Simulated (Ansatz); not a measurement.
H3S, charge +1, singlet, geometry from GFN2-xTB. Base run: PBE/def2-SVP (Ansatz, a first-principles code).

Ansatz was given this input:
Ansatz 0.2 input:
```yaml
crystal:
  periodic: [false, false, false]
  atoms:
    - {symbol: S, position_ang: [0.10558214, -0.00190789, 0.04613646]}
    - {symbol: H, position_ang: [-0.31822157, 0.99705449, -0.76565970]}
    - {symbol: H, position_ang: [-0.35082551, -0.98045104, -0.77282250]}
    - {symbol: H, position_ang: [-1.02026722, 0.01392277, 0.80029891]}
basis:
  gaussian:
    orbitals: def2-SVP
hamiltonian:
  xc: pbe
total_charge: 1
```

The bond that is stretched is that between atoms 2 and 1. A test that says stable can miss a lower solution.

Each row names what was changed in the base input (with any setting that the change needs).

| change | ΔE vs base (kcal/mol) | <S^2> | stability test says |
|---|---|---|---|
| base | 0.000 | 0.000 | minimum (restricted orbitals) |
| spin_polarized = on; lower_state_search = off | 0.000 | 0.000 | undecided (no full test) |
| spin_polarized = on; lower_state_search = standard | 0.000 | 0.000 | minimum |
| bond × 1.25 | 16.08 | 0.000 | minimum (restricted orbitals) |
| spin_polarized = on; lower_state_search = off; bond × 1.25 | 16.08 | 0.000 | undecided (no full test) |
| spin_polarized = on; lower_state_search = standard; bond × 1.25 | 16.08 | 0.000 | minimum |
| bond × 1.5 | 43.29 | 0.000 | minimum (restricted orbitals) |
| spin_polarized = on; lower_state_search = off; bond × 1.5 | 43.29 | 0.000 | undecided (no full test) |
| spin_polarized = on; lower_state_search = standard; bond × 1.5 | 43.29 | 0.000 | minimum |
| bond × 1.8 | 69.8 | 0.000 | minimum (restricted orbitals) |
| spin_polarized = on; lower_state_search = off; bond × 1.8 | 69.8 | 0.000 | undecided (no full test) |
| spin_polarized = on; lower_state_search = standard; bond × 1.8 | 68.7 | 0.274 | minimum |
| bond × 2.2 | 91.5 | 0.000 | minimum (restricted orbitals) |
| spin_polarized = on; lower_state_search = off; bond × 2.2 | 91.5 | 0.000 | undecided (no full test) |
| spin_polarized = on; lower_state_search = standard; bond × 2.2 | 81.3 | 0.624 | minimum |
| bond × 3.0 | 105.8 | 0.000 | minimum (restricted orbitals) |
| spin_polarized = on; lower_state_search = off; bond × 3.0 | 105.8 | 0.000 | undecided (no full test) |
| spin_polarized = on; lower_state_search = standard; bond × 3.0 | 86.4 | 0.722 | minimum |

Where a bond breaks into two radicals, a solution with restricted orbitals usually stops being the lowest and lies too high; an unrestricted one lies lower at the price of spin contamination, which <S^2> shows.
